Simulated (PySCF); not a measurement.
Several structures and their simulated spectra, in scrambled order.

A. SMILES C(#CCC=C)[SiH2]CCl
B. SMILES CC#C[C@H]1C[Si@@H](Cl)C1
C. `CC(C)/C=N/[SiH2]P`
D. SMILES C=C/C=C(\C=C)[SiH2]Cl

Spectrum 1. ¹H NMR (300 MHz, computed): δ 5.53 (m, 1H), 2.76 (m, 1H), 2.23 (m, 2H), 2.02 (s, 3H), 2.00 (m, 2H). ¹³C{¹H} NMR (computed): δ 92.1 (C), 84.3 (C), 35.0 (CH2), 20.1 (CH), 4.9 (CH3).

Spectrum 2. ¹H NMR (300 MHz, computed): δ 7.32 (m, 1H), 7.30 (m, 1H), 6.56 (d, 1H), 5.82 (m, 1H), 5.77 (m, 1H), 5.74 (m, 1H), 5.73 (m, 1H), 5.36 (s, 2H). ¹³C{¹H} NMR (computed): δ 150.4 (CH), 143.1 (C), 139.8 (CH), 138.3 (CH), 131.6 (CH2), 127.8 (CH2).

Spectrum 3. ¹H NMR (300 MHz, computed): δ 6.08 (m, 1H), 5.42 (m, 1H), 5.39 (m, 1H), 4.41 (t, 2H), 3.14 (d, 2H), 3.10 (t, 2H). ¹³C{¹H} NMR (computed): δ 141.8 (CH), 124.1 (CH2), 116.5 (C), 82.6 (C), 31.4 (CH2), 29.5 (CH2).

Spectrum 4. ¹H NMR (300 MHz, computed): δ 8.43 (m, 1H), 5.56 (m, 2H), 2.34 (m, 1H), 1.09 (d, 6H), 0.95 (m, 2H). ¹³C{¹H} NMR (computed): δ 189.2 (CH), 46.0 (CH), 20.7 (CH3).

- GFN2-xTB structure
- NMR shieldings at PBE0/pcSseg-1/GIAO
- code: PySCF 2.14
- gas phase, fast rotation and ring inversion assumed for equivalent nuclei, non-relativistic Hamiltonian, a single conformation

Referencing at the same level of theory: ¹H and ¹³C against TMS. Splittings of carbon signals by F and P are missing where no couplings were computed. Where no couplings were computed, multiplicities follow the n + 1 count of equivalent neighbours, and m marks all less simple cases (inequivalent or close neighbours, rings, F or P nearby). Shifts are as computed. Against solution values, carbons near 30 ppm lie about +3 ppm off and those near 130 ppm about +5 ppm; carbons on Cl a further +6 ppm. Of 1309 compounds with measured shifts, 239 miss one by over three times the rms of a fit or turn the order of signals round; such compounds aren't used in these exercises. Carbons bonded to Cl come out too deshielded.

Match each spectrum to its structure.

## Answers

1–B, 2–D, 3–A, 4–C.

- Spectrum 1 (B): 5 ¹³C signals; δC 92.1 is an alkyne carbon; δC 84.3 is an alkyne carbon.
- Spectrum 2 (D): 6 ¹³C signals; δC 150.4 is an alkene CH; δC 143.1 is a fully substituted alkene carbon.
- Spectrum 3 (A): 6 ¹³C signals; δC 141.8 is an alkene CH; δC 124.1 is a terminal =CH2 carbon.
- Spectrum 4 (C): 3 ¹³C signals; δC 46.0 is an sp3 CH; δC 20.7 is a methyl carbon.
